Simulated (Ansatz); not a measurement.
Consider the atomization: `B[CH2][SnH2][F]` → B• + C• + F• + 6 H• + Sn•.

Gas-phase electronic energies from Ansatz, PBE0-D4/def2-TZVP geometries. CBS: MP2 limit from def2 TZ/QZ plus the TZ coupled-cluster correction, frozen cores. This one scheme is used for every species, atoms too. Functionals use def2-TZVPP. No spin–orbit coupling; open shells (•) take unrestricted orbitals. Spin–orbit coupling would lower the free atoms: a little for B, C, F; strongly for Sn. def2 core potentials past Kr. Bonds to Sn are less sure, by a few kJ/mol each and by 10 to 20 or more in all where they break to atoms, as the def2 sets lack core-valence functions. One conformer a species, not always the lowest.

```
             level  ΔE (eV)
         r2SCAN-D4    33.93
    MP2/def2-TZVPP    33.31
CCSD(T)/def2-TZVPP    33.12
      HF/CBS(def2)    25.46
```

Question: What does CCSD(T)/CBS give? (Best estimate.)

Answer: Computed: +33.96 eV. The listed levels differ from it by -0.03, -0.65, -0.84, -8.50 eV.

Largest T1 diagnostic among the species: 0.014.

In def2-TZVPP, CCSD(T) changes the Hartree–Fock value by +7.76 eV (the triples alone add +0.43 eV) and MP2 by +7.94 eV; breaking electron pairs costs correlation energy, which Hartree–Fock lacks. The D4 term adds +0.30 eV with B3LYP and +0.16 eV with PBE0; it sums over pairs of atoms, weighted by their polarisabilities, and B3LYP, whose exchange is more repulsive, gets the larger term. From PBE to PBE0 (25 % exact exchange), in def2-TZVPP and without D4, ΔE moves by −0.40 eV: exact exchange takes away binding that semilocal exchange gives to molecules.

B3LYP here is the variant with VWN-RPA as its local correlation; programs differ in this.

For atomizations the MP2-based limit and the directly extrapolated one differ by several kJ/mol either way, and by 10 to 25 for some Ge, Se and Sn compounds, so smaller differences from it don't rank the levels.
